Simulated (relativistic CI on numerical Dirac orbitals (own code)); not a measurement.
Radial parameters of Ba52+

Calculated at this level of theory: Dirac-Coulomb-Breit CI, separate exchange-only KLI orbitals for each configuration, model QED, unscaled Slater integrals (own radial code, finite nucleus).

Slater integrals F^k, G^k are unscaled and averaged over j, outside the closed core 1s2; ζ comes from projecting the Hamiltonian with its Breit term on Σ l·s of the shell.

- 2s2p: G^1(2s,2p) = 1.1161e+06, ζ(2p) = 2.3097e+06 cm⁻¹; <r>(2s) = 0.1034, <r^2>(2s) = 0.0126, <r>(2p) = 0.08949, <r^2>(2p) = 0.009695 (bohr units).
- 2p²: F^2(2p,2p) = 1.0605e+06, ζ(2p) = 2.3009e+06 cm⁻¹; <r>(2p) = 0.08959, <r^2>(2p) = 0.009718 (bohr units).
- 2p3s: ζ(2p) = 2.3362e+06, G^1(2p,3s) = 115170 cm⁻¹; <r>(2p) = 0.08921, <r^2>(2p) = 0.009636, <r>(3s) = 0.2389, <r^2>(3s) = 0.06507 (bohr units).

Averages of the first 10 configurations, taken without configuration mixing, which lowers the lowest level and can move excited configurations by several eV; other configurations of the list can lie among them:

```csv
Configuration,Parity,States,Average energy above the lowest level (eV)
2s²,even,1,10.1
2s2p,odd,12,418.4
2p²,even,15,872.8
2p3s,odd,12,6293.7
2p3p,even,36,6421.7
2s3s,even,4,5869.5
2s3p,odd,12,6001.4
2s3d,even,20,6093.2
2s4s,even,4,7879.8
2s4p,odd,12,7934.4
```
